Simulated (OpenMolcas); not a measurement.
An atom or ion with 33 electrons was computed by MS-RASPT2, IPEA 0.25 Eh, imaginary shift 0.1 Eh with spin-orbit coupling (OpenMolcas, ANO-RCC-VQZP, DKH2). The lowest levels that the run gave, each within 12 % of the measured value where one is at hand:

```
  J  Parity  E (cm⁻¹)      g
3/2     odd       0.0  1.990
3/2     odd     17860  0.849
5/2     odd     19200  1.200
1/2     odd     31930  0.666
3/2     odd     33750  1.297
5/2    even    117720  1.598
3/2    even    121030  1.733
1/2    even    122620  2.666
3/2    even    146420  0.810
5/2    even    146970  1.204
```

Q: Which ion is it, and what are the configurations and terms?

A: Kr IV (Z = 36, charge +3; active space 5 electrons in 9 orbitals (RAS2 4s 4p; RAS3 4d, at most 2 electrons)). J, parity and g give the terms where levels are pure, and mixed ones are named by the computed weights; the size of the splittings, set against known spectra of the 33-electron sequence, gives the charge. In order, with the measured energies in cm⁻¹ (Saloman, J. Phys. Chem. Ref. Data 36, 215 (2007)): 4s² 4p³ ⁴S°_3/2, 4s² 4p³ ²D°_3/2 (17038), 4s² 4p³ ²D°_5/2 (18700), 4s² 4p³ ²P°_1/2 (31056), 4s² 4p³ ²P°_3/2 (33406), 4s 4p⁴ ⁴P_5/2 (118762), 4s 4p⁴ ⁴P_3/2 (122426), 4s 4p⁴ ⁴P_1/2 (124110), 4s 4p⁴ ²D_3/2 (145773), 4s 4p⁴ ²D_5/2 (146645).

CASPT2 breaks the degeneracy within a term, and the mean is taken; among the terms shown or strongly mixed into the levels shown the widest spread is 65 cm-1 (4s 4p⁴ ²D). The run also gave levels led by 4s² 4p² 4d, which use shells meant for correlation; these and all levels above them are left out. Some terms mix strongly with configurations of 4d, whose occupation reaches 0.27 (4s 4p⁴ ²D). Computed and measured levels are paired by configuration, term and J; levels that our copy of the source lacks, or whose pairing is in doubt (as where it misses far off the trend of its configuration), stay unpaired and out of the deviations. Levels of configurations outside the active space are missing.

° marks odd parity.
